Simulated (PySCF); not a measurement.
# Cr: ionisation energy

Cr [Ar] 3d5 4s1 (7S) → Cr⁺ [Ar] 3d5 (6S), as a difference of total energies. Computed with PySCF 2.14 in def2-QZVPPD (11s6p5d3f2g, 93 functions), with the non-relativistic Hamiltonian (point nucleus). Correlated levels: valence: [Ar] frozen. The calculations carry no spin-orbit coupling.

```csv
method,ionisation energy (eV)
UHF,5.906
MP2 (valence),6.389
SCS-MP2 (valence),6.067
CCSD (valence),6.414
CCSD(T) (valence),6.452
```

Q: How much does correlation contribute at CCSD(T) (valence)?

A: 6.452 − (5.906) = 0.546 eV, measured against UHF.

These non-relativistic numbers lack the scalar-relativistic shift.

Errors of the correlated levels include the incompleteness of this basis and the frozen core.

For comparison: 6.767 eV (measured; NIST Atomic Spectra Database, ionization energies).
